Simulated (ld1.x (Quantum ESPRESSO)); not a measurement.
**Si (Z = 14) RRKJ: all-electron and pseudo phase curves**

| Quantity | Value |
| --- | --- |
| Element | Si (Z = 14) |
| Generator | ld1.x (Quantum ESPRESSO) 7.5 |
| Type | norm-conserving RRKJ (Kleinman–Bylander form) |
| Functional | PBE |
| Relativity | scalar-relativistic |
| Frozen core | [Ne] |
| Valence charge | 4 |
| Reference configuration | 3s2 3p1 (charge +1) |
| Partial waves | 3s (bound): rc 1.70 bohr; 3p (bound): rc 2.20 bohr |
| Local potential | all-electron potential smoothed inside 2.10 bohr (lloc = -2) |
| Core correction | Bessel-smoothed model core, default radius (core density twice the valence density) |
| rho0 | 0.01 |

The phase is arctan(r·u′/u) with u = r·R(r), unwrapped; energies in Ry, scanned from -3 to 5 Ry. A pole is an energy at which the radial function vanishes at the test radius. The pseudo phase is shifted by a multiple of π to meet the all-electron one at the reference energy, and phase errors are pseudo minus all-electron; the curves can meet again beyond the range given. Levels narrower than the energy grid can be missing from the lists of poles.

Problem. For each channel, where are the poles, and over which energies does the pseudopotential scatter like the atom?

Solution.

```tsv
channel	radius (bohr)	reference energy (Ry)	poles, all-electron	poles, pseudo	unbroken range about the reference energy with phases within 0.05 rad	phase error 1 Ry above the reference energy (rad)
s	2.41	-1.40	-0.13	-0.14	below 2.3	-0.001
p	2.41	-0.86	0.77	0.76	below 3.3	-0.001
```

Phases in the p channel:

```json
{"E (Ry)": "-3.00", "all-electron": "1.243", "pseudo": "1.242"}
{"E (Ry)": "-2.76", "all-electron": "1.215", "pseudo": "1.214"}
{"E (Ry)": "-2.52", "all-electron": "1.180", "pseudo": "1.179"}
{"E (Ry)": "-2.28", "all-electron": "1.134", "pseudo": "1.133"}
{"E (Ry)": "-2.04", "all-electron": "1.070", "pseudo": "1.069"}
{"E (Ry)": "-1.80", "all-electron": "0.975", "pseudo": "0.974"}
{"E (Ry)": "-1.56", "all-electron": "0.822", "pseudo": "0.821"}
{"E (Ry)": "-1.32", "all-electron": "0.552", "pseudo": "0.551"}
{"E (Ry)": "-1.08", "all-electron": "0.071", "pseudo": "0.071"}
{"E (Ry)": "-0.84", "all-electron": "-0.535", "pseudo": "-0.535"}
{"E (Ry)": "-0.60", "all-electron": "-0.964", "pseudo": "-0.964"}
{"E (Ry)": "-0.36", "all-electron": "-1.201", "pseudo": "-1.202"}
{"E (Ry)": "-0.12", "all-electron": "-1.340", "pseudo": "-1.341"}
{"E (Ry)": "0.12", "all-electron": "-1.430", "pseudo": "-1.431"}
{"E (Ry)": "0.36", "all-electron": "-1.493", "pseudo": "-1.495"}
{"E (Ry)": "0.60", "all-electron": "-1.542", "pseudo": "-1.544"}
{"E (Ry)": "0.84", "all-electron": "-1.581", "pseudo": "-1.584"}
{"E (Ry)": "1.08", "all-electron": "-1.615", "pseudo": "-1.618"}
{"E (Ry)": "1.32", "all-electron": "-1.646", "pseudo": "-1.650"}
{"E (Ry)": "1.56", "all-electron": "-1.676", "pseudo": "-1.680"}
{"E (Ry)": "1.80", "all-electron": "-1.705", "pseudo": "-1.711"}
{"E (Ry)": "2.04", "all-electron": "-1.736", "pseudo": "-1.743"}
{"E (Ry)": "2.28", "all-electron": "-1.769", "pseudo": "-1.779"}
{"E (Ry)": "2.52", "all-electron": "-1.808", "pseudo": "-1.821"}
{"E (Ry)": "2.76", "all-electron": "-1.855", "pseudo": "-1.873"}
{"E (Ry)": "3.00", "all-electron": "-1.914", "pseudo": "-1.941"}
{"E (Ry)": "3.24", "all-electron": "-1.994", "pseudo": "-2.037"}
{"E (Ry)": "3.48", "all-electron": "-2.110", "pseudo": "-2.181"}
{"E (Ry)": "3.72", "all-electron": "-2.292", "pseudo": "-2.420"}
{"E (Ry)": "3.96", "all-electron": "-2.596", "pseudo": "-2.822"}
{"E (Ry)": "4.20", "all-electron": "-3.071", "pseudo": "-3.368"}
{"E (Ry)": "4.44", "all-electron": "-3.589", "pseudo": "-3.825"}
{"E (Ry)": "4.68", "all-electron": "-3.954", "pseudo": "-4.102"}
{"E (Ry)": "4.92", "all-electron": "-4.171", "pseudo": "-4.266"}
```
